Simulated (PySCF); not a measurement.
AlHFCl, SMILES [F][AlH][Cl].

Coordinates come from a PBE-D3(BJ)/def2-TZVP optimisation.

The numbers are results of PySCF with TDDFT-B3LYP/def2-SVPD, not measurements.

Vertical excitations. Gas-phase values at a fixed geometry. State labels are in the subgroup Cs.

**Question.** Give excitation energies, oscillator strengths and character. (The exact figures need the calculation; the answer reports its results.)

**Answer.** 
```
state  symmetry  energy (eV)  λ (nm)      f                                             main pairs
-----  --------  -----------  ------  -----  -----------------------------------------------------
S1           A"         6.62     187  0.007                                         HOMO→LUMO 99 %
S2           A'         7.17     173  0.037  HOMO→LUMO+1 46 %, HOMO−1→LUMO 43 %, HOMO−2→LUMO+1 9 %
S3           A"         7.21     172  0.009                                       HOMO−2→LUMO 90 %
S4           A'         7.25     171  0.035                     HOMO−1→LUMO 50 %, HOMO→LUMO+1 46 %
S5           A"         7.43     167  0.072                                     HOMO−1→LUMO+1 89 %
S6           A'         8.13     152  0.135                                     HOMO−2→LUMO+1 78 %
S7           A"         8.87     140  0.020                                       HOMO−3→LUMO 76 %
S8           A'         8.92     139  0.163                     HOMO→LUMO+2 53 %, HOMO→LUMO+3 32 %
S9           A"         8.96     138  0.000                                       HOMO−5→LUMO 90 %
S10          A"         9.01     138  0.042                   HOMO−1→LUMO+2 79 %, HOMO−3→LUMO 12 %
T1           A"         6.27     198      0                       HOMO→LUMO 79 %, HOMO−2→LUMO 19 %
T2           A'         6.61     188      0                                       HOMO−1→LUMO 92 %
T3           A'         6.65     186      0                   HOMO→LUMO+1 74 %, HOMO−2→LUMO+1 15 %
T4           A"         6.79     183      0                       HOMO−2→LUMO 78 %, HOMO→LUMO 20 %
```
Triplets are in the Tamm–Dancoff approximation, which puts them higher than full response would, so one can lie above its singlet here.
